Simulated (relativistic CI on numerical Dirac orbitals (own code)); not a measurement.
# Cr2+ in a cubic cluster: 3p photoemission with charge transfer

Computed with a charge-transfer multiplet model of a cubic metal-ligand cluster with up to one ligand hole, Slater and spin-orbit integrals from Dirac-Coulomb-Breit ions, Slater integrals scaled by 0.8. The parameters are those of a tetrahedral site (10Dq negative, t2 hopping the larger). The ground state mixes d4 with configurations of k ligand holes L, whose averages lie at kΔ + k(k − 1)U_dd/2; a core hole lowers each added d electron by U_cd. 20 K, Lorentzian 0.9 eV and Gaussian 0.8 eV FWHM.

Atomic integrals in eV (Slater integrals scaled, ζ unscaled), ground: F2dd 7.675, F4dd 4.768, zeta_d 0.027; with the core hole: F2dd 8.641, F4dd 5.412, zeta_d 0.032, zeta_core 0.680, F2cd 9.353, G1cd 11.618, G3cd 7.071.

Cluster parameters (eV): Δ = 7.3, U_dd = 5.6, U_cd = 6.3, 10Dq(ligand) = 0, V(eg) = 0.97, V(t2g) = -1.66, final-state hopping factor = 0.8.

```csv
Case,n_d,d4,d5L,S
10Dq = -1.1 eV,4.13,0.87,0.13,2.00
10Dq = -0.5 eV,4.14,0.86,0.14,2.00
10Dq = -0.2 eV,4.14,0.86,0.14,2.00
```

Weights, n_d and S are thermal averages at 20 K. Binding energies count from the first peak over 30 % of the highest in each spectrum, which can be another peak from case to case. The parameters are a model scan and need not match a compound or its usual spin state. Peaks in eV (height, largest 100):
- 10Dq = -1.1 eV: 0.0 (100), 3.8 (81), 9.6 (8), 11.9 (11), 15.5 (26), 18.7 (29), 21.1 (16)
- 10Dq = -0.5 eV: 0.0 (100), 3.8 (83), 9.6 (8), 12.0 (12), 15.4 (25), 18.7 (31), 21.0 (17)
- 10Dq = -0.2 eV: 0.0 (100), 3.8 (83), 9.6 (8), 12.1 (12), 15.3 (24), 18.7 (32), 21.0 (17)

For the case 10Dq = -0.2 eV, Δ = 7.3 eV is larger than U_dd = 5.6 eV, the Mott-Hubbard side of the Zaanen-Sawatzky-Allen scheme. With the core hole the average of the configuration with one ligand hole lies at Δ − U_cd = 1.0 eV before mixing: the effective hopping of about 2.8 eV (from the holes of the mixed ground state) is comparable with this gap or larger, so the configurations mix strongly.

With at most 1 ligand hole the space is cut while the next configuration still counts, so covalency is underestimated, and a final configuration with one more ligand hole, which can lie low, is missing from the spectra.
